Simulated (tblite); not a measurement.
Species: CH8OSi4.
Atom-mapped SMILES: `[O:1]=[CH:2][SiH:3]1[SiH2:4][SiH2:5][SiH2:6]1` (hydrogens: H7 on C2; H8 on Si3; H9, H10 on Si4; H11, H12 on Si5; H13, H14 on Si6)

The geometry is computed with GFN2-xTB (gas phase).

(1) What internal coordinates does the optimisation give?

Results:

(1) 
| bond | length (Å) |
| --- | --- |
| O1=C2 | 1.215 |
| C2–Si3 | 1.893 |
| Si3–Si4, Si3–Si6 | 2.369 |
| Si4–Si5, Si5–Si6 | 2.363 |
| C2–H7 | 1.110 |
| Si3–H8 | 1.473 |
| Si4–H9, Si6–H13 | 1.466 |
| Si4–H10, Si6–H14 | 1.472 |
| Si5–H11 | 1.466 |
| Si5–H12 | 1.472 |

Bonds in one row agree within 0.01 Å and their mean is given. A selection of angles:
| angle | degrees |
| --- | --- |
| O1–C2–Si3 | 119.8 |
| O1–C2–H7 | 118.8 |
| Si3–C2–H7 | 121.5 |
| C2–Si3–Si4 | 102.8 |
| C2–Si3–H8 | 104.7 |
| Si4–Si3–Si6 | 90.2 |
| Si4–Si3–H8 | 126.7 |
| Si6–Si3–H8 | 125.5 |
| Si3–Si4–Si5 | 89.3 |
| Si3–Si4–H9 | 116.1 |
| Si3–Si4–H10 | 113.8 |
| Si5–Si4–H9 | 119.0 |
| Si5–Si4–H10 | 115.7 |
| H9–Si4–H10 | 103.4 |
| Si4–Si5–Si6 | 90.5 |
| Si4–Si5–H11 | 116.1 |
| Si4–Si5–H12 | 116.1 |
| H11–Si5–H12 | 102.9 |

Dihedral angles: O1–C2–Si3–Si4 44° (synclinal); C2–Si3–Si4–Si5 -97° (anticlinal); Si3–Si4–Si5–Si6 -7° (synperiplanar); Si4–Si5–Si6–Si3 7° (synperiplanar); C2–Si3–Si6–Si5 97° (anticlinal). The mirror-image conformer, all signs reversed, is as good.

The 4-membered ring Si3–Si4–Si5–Si6 has internal angles of 89.2° to 90.5° (sum 359°, against 360° for a flat polygon); it is slightly puckered (a soft mode that the optimisation may not have finished), 0.07 Å rms from its mean plane, widest ring torsion 7°. Si3 (SiH silicon) has angles from 90.2° to 126.7°. Si4 (SiH2 silicon) has angles from 89.3° to 119.0°. Si5 (SiH2 silicon) has angles from 90.5° to 116.3°.

Point group: near Cs, missed by 0.12 Å at most; the miss may be what the optimiser left on a soft mode. Its GFN2-xTB frequencies are all real (lowest 32 cm⁻¹). The numbers are those of one conformer.
